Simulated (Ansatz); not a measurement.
A calculation with Ansatz (development build ahead of 0.2.0).

```yaml
crystal:
  periodic: [false, false, false]
  atoms:
    - { symbol: F, position_ang: [-0.913, -0.915, -0.915] }
    - { symbol: Li, position_ang: [-0.915, -0.915, 0.915] }
    - { symbol: Li, position_ang: [-0.915, 0.915, -0.915] }
    - { symbol: F, position_ang: [-0.915, 0.915, 0.915] }
    - { symbol: Li, position_ang: [0.915, -0.915, -0.915] }
    - { symbol: F, position_ang: [0.915, -0.915, 0.915] }
    - { symbol: F, position_ang: [0.915, 0.915, -0.915] }
    - { symbol: Li, position_ang: [0.915, 0.915, 0.915] }
basis:
  gaussian: { orbitals: def2-SVP }
hamiltonian:
  xc: hf
```

The input is written out in the form of the current development build from the run's settings.

Results

```
Converged                       : yes
Total energy                    : -427.72434 hartree
Spin squared of the determinant : 0.000
```
